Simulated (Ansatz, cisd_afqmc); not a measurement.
System: SnOH, charge 1, singlet. SnOH+ (SMILES [OH+]=[Sn]).
B3LYP-D3(BJ)/def2-TZVP minimum from Ansatz (an electronic-structure program):
```xyz
3

O      0.0000     0.0000    -1.5731
Sn     0.0000     0.0000     0.3024
H      0.0000     0.0000    -2.5373
```
Charge +1, spin multiplicity 1.

Total energies in def2-SVP, 10 correlated electrons, 10 frozen orbitals. Open shells are spin-unrestricted; no spin-orbit coupling. Correlated methods leave the cores frozen (noble-gas shells, and filled d and f shells in the p block). Past Kr the def2 sets carry scalar-relativistic core potentials. AFQMC is phaseless with a CISD trial state; ± is one standard error, without the phaseless bias. Outlying blocks are dropped, and bars are widened where a walk drifts. Over all cases where full CI ran beside it in this data, AFQMC minus full CI had a median of +0.1 mEh and passed +0.4 mEh in a tenth of the cases. Spin-orbit terms, left out, reach several kcal/mol for Br and I, and more for heavier atoms. The T1 diagnostic of HOSn+ ([OH+]=[Sn], singlet) reaches 0.028 in the sets run.

```csv
method,program,energy (Eh),minus CCSDTQ (mEh)
HF,Ansatz,-288.50562,262.27
MP2,Ansatz,-288.74773,20.15
CCSD,Ansatz,-288.75903,8.85
CCSD(T),Ansatz,-288.76646,1.43
CCSDT(Q),Ansatz,-288.76815,-0.27
CCSDTQ,Ansatz,-288.76788,0.00
AFQMC/CISD,cisd_afqmc,-288.7680 ± 0.0004,-0.1 ± 0.4
```

Rough core times of Ansatz's runs on a shared machine: CCSD(T) under 20 s, CCSDT(Q) under 20 s, CCSDTQ 5 min.
